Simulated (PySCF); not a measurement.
Question: What does the PBE0-D3(BJ)/def2-SVP structure of Mo(CCH)4, `C#[C][Mo]([C]#C)([C]#C)[C]#C` [triplet] look like in three dimensions? (Triplet state.)

Answer: 
```xyz
13
C8H4Mo angstrom
Mo    -0.0172    0.0001    0.0006
C     -0.0002   -0.0112    1.9970
C      0.0196   -0.0186    3.2263
H      0.0383   -0.0249    4.3028
C      1.8633   -0.0096   -0.6626
C      3.0242   -0.0152   -1.0678
H      4.0411   -0.0221   -1.4214
C     -0.9419    1.6425   -0.6607
C     -1.5082    2.6566   -1.0635
H     -2.0037    3.5449   -1.4165
C     -0.9512   -1.6315   -0.6723
C     -1.5186   -2.6398   -1.0881
H     -2.0148   -3.5234   -1.4515
```

Orientation and origin are arbitrary. Atoms count from 1 in this order. Mo1 (molybdenum bonded to 4 C) is tetrahedral (angles from 108.9° to 110.1°). All 4 C–Mo bonds measure 1.994 to 1.998 Å. All 4 C–C bonds measure 1.229 to 1.230 Å.

Bonds between heavy atoms (Å): Mo1–C2 1.996, Mo1–C5 1.994, Mo1–C8 1.998, Mo1–C11 1.997, C2–C3 1.230, C5–C6 1.230, C8–C9 1.229, C11–C12 1.229.

Theory: PBE0-D3(BJ)/def2-SVP geometry optimisation, gas phase, def2 core potentials past Kr in PySCF.

Not checked by PBE0-D3(BJ)/def2-SVP frequencies. ⟨S²⟩ = 2.054 (exact for a triplet: 2.00).
